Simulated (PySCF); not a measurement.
PySCF input file for C5H5Cl, SMILES C=C(Cl)C#CC, TDA-CAM-B3LYP/def2-SVPD. The structure is a stationary point at PBE-D3(BJ)/def2-SVP. This is a generated structure with no PubChem entry under its InChIKey; it may be hypothetical.

```python
import numpy as np
from pyscf import gto, scf, dft, tdscf

mol = gto.M(
    atom='''
    C     1.69698601   -1.35654288   -0.00000000
    C     0.48340321   -0.75840850    0.00000000
    Cl   -0.97996447   -1.74994705   -0.00000000
    C     0.24600813    0.64155182   -0.00000000
    C     0.02007370    1.84864920    0.00000000
    C    -0.24373625    3.27765156   -0.00000000
    H     1.78875146   -2.45121535    0.00000001
    H     2.60625540   -0.73906099   -0.00000000
    H     0.19129301    3.76935399   -0.89572357
    H     0.19129301    3.76935400    0.89572357
    H    -1.33460574    3.48326103   -0.00000000
    ''',
    basis='def2-SVPD',
    charge=0,
    spin=0,
    symmetry=True,
    max_memory=1600,
    verbose=4,
)
mf = dft.RKS(mol, xc='cam-b3lyp').density_fit(auxbasis='def2-universal-jkfit')
mf.grids.level = 3
mf.conv_tol = 1e-9
mf.max_cycle = 100
mf.kernel()
mf.grids = dft.Grids(mol).set(level=1).build(with_non0tab=True)  # coarser grid for the response kernel
td = tdscf.TDA(mf)
td.singlet = True
td.nstates = 10
td.conv_tol = 1e-4
td.positive_eig_threshold = 1e-6
td.kernel(x0=td.get_init_guess(mf, 15))
td.analyze()
tt = tdscf.TDA(mf)
tt.singlet = False
tt.nstates = 4
tt.conv_tol = 1e-4
tt.positive_eig_threshold = 1e-6
tt.kernel(x0=tt.get_init_guess(mf, 9))
tt.analyze(verbose=3)
```

Program output:

```
PySCF version 2.14.0

[INPUT] verbose = 4
[INPUT] num. atoms = 11
[INPUT] num. electrons = 52
[INPUT] charge = 0
[INPUT] spin (= nelec alpha-beta = 2S) = 0
[INPUT] symmetry True subgroup None
[INPUT] Mole.unit = angstrom
[INPUT] Symbol           X                Y                Z      unit          X                Y                Z       unit  Magmom
[INPUT]  1 C      1.696986010000  -1.356542880000   0.000000000000 AA    3.206838796118  -2.563494519429   0.000000000000 Bohr   0.0
[INPUT]  2 C      0.483403210000  -0.758408500000   0.000000000000 AA    0.913499674636  -1.433184355542   0.000000000000 Bohr   0.0
[INPUT]  3 Cl    -0.979964470000  -1.749947050000   0.000000000000 AA   -1.851864460105  -3.306920656991   0.000000000000 Bohr   0.0
[INPUT]  4 C      0.246008130000   0.641551820000   0.000000000000 AA    0.464887990116   1.212357234516   0.000000000000 Bohr   0.0
[INPUT]  5 C      0.020073700000   1.848649200000   0.000000000000 AA    0.037933795307   3.493440688396   0.000000000000 Bohr   0.0
[INPUT]  6 C     -0.243736250000   3.277651560000   0.000000000000 AA   -0.460594759129   6.193863780153   0.000000000000 Bohr   0.0
[INPUT]  7 H      1.788751460000  -2.451215350000   0.000000010000 AA    3.380250364316  -4.632125683830   0.000000018897 Bohr   0.0
[INPUT]  8 H      2.606255400000  -0.739060990000   0.000000000000 AA    4.925108916669  -1.396622860450   0.000000000000 Bohr   0.0
[INPUT]  9 H      0.191293010000   3.769353990000  -0.895723570000 AA    0.361491398444   7.123046707637  -1.692672230618 Bohr   0.0
[INPUT] 10 H      0.191293010000   3.769354000000   0.895723570000 AA    0.361491398444   7.123046726534   1.692672230618 Bohr   0.0
[INPUT] 11 H     -1.334605740000   3.483261030000   0.000000000000 AA   -2.522039332872   6.582409367070   0.000000000000 Bohr   0.0

nuclear repulsion = 232.946052965665
point group symmetry = Cs
symmetry origin: [-1.81704432e-09  1.09022668e-09  3.63408871e-10]
symmetry axis x: [1.00000000e+00 5.53764579e-10 3.89111468e-10]
symmetry axis y: [ 5.53764579e-10 -1.00000000e+00  7.79759243e-11]
symmetry axis z: [-3.89111468e-10  7.79759677e-11  1.00000000e+00]
num. orbitals of irrep A' = 115
num. orbitals of irrep A" = 52
number of shells = 71
number of NR pGTOs = 245
number of NR cGTOs = 167
basis = def2-SVPD
ecp = {}


[settings echo left out]
init E= -653.961171053658
HOMO (A") = -0.263372418773681  LUMO (A") = -0.0746737757275024  gap/eV = 5.13475
cycle= 1 E= -653.242272956887  delta_E= 0.719  |g|= 0.357  |ddm|= 11.7
HOMO (A") = -0.293409754524022  LUMO (A") = -0.0124895557291955  gap/eV = 7.64423
cycle= 2 E= -653.248632809672  delta_E= -0.00636  |g|= 0.368  |ddm|= 2.55
HOMO (A") = -0.295478613005832  LUMO (A") = -0.0016528011580057  gap/eV = 7.99541
cycle= 3 E= -653.278451986329  delta_E= -0.0298  |g|= 0.0662  |ddm|= 1.24
HOMO (A") = -0.302949155702502  LUMO (A") = -0.00694974125633951  gap/eV = 8.05455
cycle= 4 E= -653.279193448547  delta_E= -0.000741  |g|= 0.0458  |ddm|= 0.242
HOMO (A") = -0.302223824168136  LUMO (A") = -0.00578078626777012  gap/eV = 8.06663
cycle= 5 E= -653.279683828155  delta_E= -0.00049  |g|= 0.0116  |ddm|= 0.107
HOMO (A") = -0.301472073277864  LUMO (A") = -0.00518519329630518  gap/eV = 8.06238
cycle= 6 E= -653.279716968731  delta_E= -3.31e-05  |g|= 0.00313  |ddm|= 0.0453
HOMO (A") = -0.301351669827298  LUMO (A") = -0.0049464248675104  gap/eV = 8.06560
cycle= 7 E= -653.27971993757  delta_E= -2.97e-06  |g|= 0.00109  |ddm|= 0.0123
HOMO (A") = -0.301486175923577  LUMO (A") = -0.00506539483520463  gap/eV = 8.06602
cycle= 8 E= -653.279720312693  delta_E= -3.75e-07  |g|= 0.000211  |ddm|= 0.00336
HOMO (A") = -0.301453164269744  LUMO (A") = -0.00502093534920833  gap/eV = 8.06633
cycle= 9 E= -653.279720336214  delta_E= -2.35e-08  |g|= 7.55e-05  |ddm|= 0.000995
HOMO (A") = -0.301460561755378  LUMO (A") = -0.00502541822535107  gap/eV = 8.06641
cycle= 10 E= -653.279720338415  delta_E= -2.2e-09  |g|= 2.59e-05  |ddm|= 0.000256
HOMO (A") = -0.301460636720387  LUMO (A") = -0.0050255426993937  gap/eV = 8.06641
cycle= 11 E= -653.279720338734  delta_E= -3.2e-10  |g|= 8.2e-06  |ddm|= 0.000114
HOMO (A") = -0.301460900667817  LUMO (A") = -0.00502564731295552  gap/eV = 8.06641
Extra cycle  E= -653.279720338769  delta_E= -3.48e-11  |g|= 7.04e-06  |ddm|= 5.79e-05
converged SCF energy = -653.279720338769
tot grids = 44576
Overwritten attributes  positive_eig_threshold  of <class 'pyscf.tdscf.rks.TDA'>


******** <class 'pyscf.tdscf.rks.TDA'> for <class 'pyscf.df.df_jk.DFSymAdaptedRKS'> ********
nstates = 10 singlet
deg_eia_thresh = 1.000e-03
wfnsym = None
conv_tol = 0.0001
eigh lindep = 1e-12
eigh level_shift = 0
eigh max_cycle = 100


Excitation energies (eV)
[5.19261666 5.4290501  5.50962486 6.58170432 6.59462964 6.75857735
 6.87256234 7.31379623 7.33071848 7.3900985 ]

** Singlet excitation energies and oscillator strengths **
Excited State   1:   A"      5.19262 eV    238.77 nm  f=0.0001
      25 -> 27       -0.66917
      26 -> 28       -0.14977
Excited State   2:   A"      5.42905 eV    228.37 nm  f=0.0001
      25 -> 27       -0.16122
      26 -> 28        0.65243
      26 -> 32        0.11059
Excited State   3:   A'      5.50962 eV    225.03 nm  f=0.2311
      24 -> 27       -0.18765
      25 -> 28       -0.29165
      25 -> 32       -0.10950
      26 -> 27       -0.57513
Excited State   4:   A'      6.58170 eV    188.38 nm  f=0.2261
      24 -> 27        0.56546
      25 -> 28        0.24023
      26 -> 27       -0.30597
Excited State   5:   A"      6.59463 eV    188.01 nm  f=0.0004
      24 -> 28       -0.15458
      26 -> 29        0.61312
      26 -> 30        0.23213
      26 -> 31        0.10131
Excited State   6:   A"      6.75858 eV    183.45 nm  f=0.0002
      23 -> 27        0.11273
      24 -> 28       -0.53977
      26 -> 29       -0.18858
      26 -> 32       -0.29108
      26 -> 33       -0.13046
      26 -> 39       -0.10466
Excited State   7:   A"      6.87256 eV    180.40 nm  f=0.0008
      23 -> 27       -0.68318
Excited State   8:   A"      7.31380 eV    169.52 nm  f=0.0058
      24 -> 29       -0.18729
      26 -> 29       -0.17534
      26 -> 30        0.62675
      26 -> 31       -0.11828
Excited State   9:   A'      7.33072 eV    169.13 nm  f=0.0853
      23 -> 28        0.22733
      24 -> 27       -0.12577
      25 -> 28        0.21853
      25 -> 29       -0.56562
      25 -> 31       -0.13305
      25 -> 32       -0.12427
Excited State  10:   A'      7.39010 eV    167.77 nm  f=0.1719
      23 -> 28       -0.39396
      24 -> 27        0.19791
      25 -> 28       -0.33398
      25 -> 29       -0.36793

** Transition electric dipole moments (AU) **
state          X           Y           Z        Dip. S.      Osc.
  1        -0.0000     -0.0000     -0.0300      0.0009      0.0001
  2        -0.0000      0.0000     -0.0245      0.0006      0.0001
  3        -0.8350      1.0072      0.0000      1.7117      0.2311
  4        -1.0390      0.5682     -0.0000      1.4024      0.2261
  5        -0.0000      0.0000     -0.0490      0.0024      0.0004
  6        -0.0000      0.0000      0.0336      0.0011      0.0002
  7        -0.0000     -0.0000      0.0707      0.0050      0.0008
  8        -0.0000      0.0000      0.1803      0.0325      0.0058
  9        -0.3136      0.6138      0.0000      0.4751      0.0853
 10        -0.0042     -0.9745     -0.0000      0.9496      0.1719

** Transition velocity dipole moments (imaginary part, AU) **
state          X           Y           Z        Dip. S.      Osc.
  1        -0.0000     -0.0000      0.0049      0.0000      0.0001
  2        -0.0000     -0.0000     -0.0444      0.0020      0.0066
  3        -0.0370      0.0771      0.0000      0.0073      0.0241
  4        -0.0819      0.0734     -0.0000      0.0121      0.0333
  5         0.0000      0.0000     -0.0142      0.0002      0.0006
  6         0.0000      0.0000     -0.0631      0.0040      0.0107
  7        -0.0000     -0.0000      0.0082      0.0001      0.0002
  8         0.0000      0.0000      0.0521      0.0027      0.0067
  9        -0.0623      0.1197      0.0000      0.0182      0.0450
 10         0.0294     -0.2066     -0.0000      0.0435      0.1069

** Transition magnetic dipole moments (imaginary part, AU) **
state          X           Y           Z
  1         0.1002     -0.3102     -0.0000
  2        -0.1324     -0.0124     -0.0000
  3        -0.0000      0.0000      0.0472
  4         0.0000     -0.0000     -0.2884
  5        -0.0336      0.3774     -0.0000
  6        -0.1795     -0.1542     -0.0000
  7         0.2327      0.3998      0.0000
  8         0.5126      0.5926     -0.0000
  9        -0.0000     -0.0000     -0.1990
 10         0.0000      0.0000      0.3651


******** <class 'pyscf.tdscf.rks.TDA'> for <class 'pyscf.df.df_jk.DFSymAdaptedRKS'> ********
nstates = 4 triplet
deg_eia_thresh = 1.000e-03
wfnsym = None
conv_tol = 0.0001
eigh lindep = 1e-12
eigh level_shift = 0
eigh max_cycle = 100


Excitation energies (eV)
[3.14529644 4.81969741 5.04126005 5.18987841]

** Triplet excitation energies and oscillator strengths **
Excited State   1:   A'      3.14530 eV    394.19 nm  f=0.0000
Excited State   2:   A"      4.81970 eV    257.24 nm  f=0.0000
Excited State   3:   A'      5.04126 eV    245.94 nm  f=0.0000
Excited State   4:   A"      5.18988 eV    238.90 nm  f=0.0000
```

Self-consistency was reached.

Cost: about 4 core-minutes (a rough figure).
